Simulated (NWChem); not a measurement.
System: C$_{4}$H$_{5}$, doublet; SMILES C=C[C]=C

NWChem printed, in part:

```
             Northwest Computational Chemistry Package (NWChem) 7.3.0
             --------------------------------------------------------

                             Geometry "geometry" -> ""
                             -------------------------

 Output coordinates in angstroms (scale by  1.889725989 to convert to a.u.)

  No.       Tag          Charge          X              Y              Z
 ---- ---------------- ---------- -------------- -------------- --------------
    1 C                    6.0000    -0.18184000    -1.88944900     0.00000000
    2 C                    6.0000     0.15139100    -0.62828100     0.00000000
    3 C                    6.0000     0.49992900     0.67943200     0.00000000
    4 C                    6.0000    -0.38221000     1.76022900     0.00000000
    5 H                    1.0000    -0.33005200    -2.44877500    -0.93402900
    6 H                    1.0000    -0.33005200    -2.44877500     0.93402900
    7 H                    1.0000     1.57762400     0.89336700     0.00000000
    8 H                    1.0000    -1.46326800     1.60674600     0.00000000
    9 H                    1.0000    -0.00305500     2.78334300     0.00000000

 Effective nuclear repulsion energy (a.u.)      95.5376682508

                                 NWChem DFT Module
                                 -----------------

 Summary of "ao basis" -> "ao basis" (spherical)
 ------------------------------------------------------------------------------
       Tag                 Description            Shells   Functions and Types
 ---------------- ------------------------------  ------  ---------------------
 C                           6-31g*                  6       14   3s2p1d
 H                           6-31g*                  2        2   2s

 in cosmo_initialize ...

 solvent parameters
 solvname_short: unkn
 solvname_long:  unknown
 dielec:        7.6000

          ---------------
          -cosmo- solvent
          ---------------
 Cosmo: York-Karplus, doi: 10.1021/jp992097l
 dielectric constant -eps-     =   7.60
 screen = (eps-1)/(eps    )    =   0.86842
 surface charge correction     = lagrangian

   van der Waals surface
 --------------------------

[...]

                                   COSMO solvation results
                                   -----------------------

                 gas phase energy =      -155.322370556669
                 sol phase energy =      -155.325071490185
 (electrostatic) solvation energy =         0.002700933515 (    1.69 kcal/mol)

                    DFT Final Alpha Molecular Orbital Analysis
                    ------------------------------------------

 Vector   13  Occ=1.000000D+00  E=-3.175584D-01
              MO Center=  7.0D-02,  5.4D-01, -1.6D-10, r^2= 2.6D+00
   Bfn.  Coefficient  Atom+Function         Bfn.  Coefficient  Atom+Function
  ----- ------------  ---------------      ----- ------------  ---------------
    33      0.361402  3 C  pz                47      0.333167  4 C  pz
    19      0.240630  2 C  pz                51      0.228365  4 C  pz
    37      0.220910  3 C  pz                23      0.153467  2 C  pz
     5     -0.124220  1 C  pz                58      0.097056  5 H  s
    60     -0.097056  6 H  s                 57      0.095790  5 H  s

 Vector   14  Occ=1.000000D+00  E=-2.722948D-01
              MO Center=  3.9D-02, -1.1D+00, -4.7D-12, r^2= 2.0D+00
   Bfn.  Coefficient  Atom+Function         Bfn.  Coefficient  Atom+Function
  ----- ------------  ---------------      ----- ------------  ---------------
     3      0.387956  1 C  px                17      0.376028  2 C  px
     7      0.282077  1 C  px                21      0.226730  2 C  px
    62     -0.122869  7 H  s                 31     -0.111436  3 C  px
    48      0.109391  4 C  s                 61     -0.109565  7 H  s
     4     -0.106858  1 C  py                46     -0.095036  4 C  py

 Vector   15  Occ=1.000000D+00  E=-1.866898D-01
              MO Center= -1.4D-01,  4.0D-01, -1.7D-10, r^2= 3.3D+00
   Bfn.  Coefficient  Atom+Function         Bfn.  Coefficient  Atom+Function
  ----- ------------  ---------------      ----- ------------  ---------------
    47     -0.431679  4 C  pz                19      0.426807  2 C  pz
    51     -0.401504  4 C  pz                23      0.329708  2 C  pz
    58      0.172879  5 H  s                 60     -0.172879  6 H  s
    57      0.107640  5 H  s                 59     -0.107640  6 H  s
     5     -0.065224  1 C  pz                37      0.065138  3 C  pz

 Vector   16  Occ=0.000000D+00  E= 1.456996D-02
              MO Center=  8.6D-02, -9.0D-01, -3.9D-12, r^2= 3.0D+00
   Bfn.  Coefficient  Atom+Function         Bfn.  Coefficient  Atom+Function
  ----- ------------  ---------------      ----- ------------  ---------------
     7      0.573911  1 C  px                48     -0.463442  4 C  s
    21     -0.453141  2 C  px                17     -0.416883  2 C  px
    62      0.398480  7 H  s                  3      0.386976  1 C  px
    66      0.299177  9 H  s                 22      0.287257  2 C  py
    34     -0.239935  3 C  s                 36      0.184734  3 C  py

 Vector   17  Occ=0.000000D+00  E= 4.258629D-02
              MO Center=  1.7D-01,  2.3D-01, -1.5D-10, r^2= 3.3D+00
   Bfn.  Coefficient  Atom+Function         Bfn.  Coefficient  Atom+Function
  ----- ------------  ---------------      ----- ------------  ---------------
    37      0.669568  3 C  pz                33      0.469161  3 C  pz
    51     -0.435480  4 C  pz                58     -0.411508  5 H  s
    60      0.411508  6 H  s                 23     -0.375237  2 C  pz
    19     -0.323910  2 C  pz                47     -0.263644  4 C  pz
     9     -0.247955  1 C  pz                57     -0.095831  5 H  s

[...]
```

Level: B3LYP/6-31G* (spherical d), spin-unrestricted, COSMO on the gas-phase geometry. In the optimisation the excess spin sits in a" (Cs, its own frame). The geometry was optimised at PBE0/def2-SVP, spin-unrestricted. No stability test was run on the SCF state. B3LYP is NWChem's, with the RPA form of VWN correlation. COSMO prints the solvation energy as gas minus solution, so a positive value is a stabilisation.

Problem. Reconstruct the input file.

Solution. This is not unique; one that fits is the input that was run:
```
start job
memory heap 200 mb stack 900 mb global 1100 mb
geometry units angstroms noautosym nocenter noautoz
  C     -0.181840    -1.889449     0.000000
  C      0.151391    -0.628281     0.000000
  C      0.499929     0.679432     0.000000
  C     -0.382210     1.760229     0.000000
  H     -0.330052    -2.448775    -0.934029
  H     -0.330052    -2.448775     0.934029
  H      1.577624     0.893367     0.000000
  H     -1.463268     1.606746     0.000000
  H     -0.003055     2.783343     0.000000
end
basis spherical
  C library 6-31g*
  H library 6-31g*
end
dft
  odft
  mult 2
  xc b3lyp
  iterations 150
end
cosmo
  dielec 7.6
end
task dft energy
```
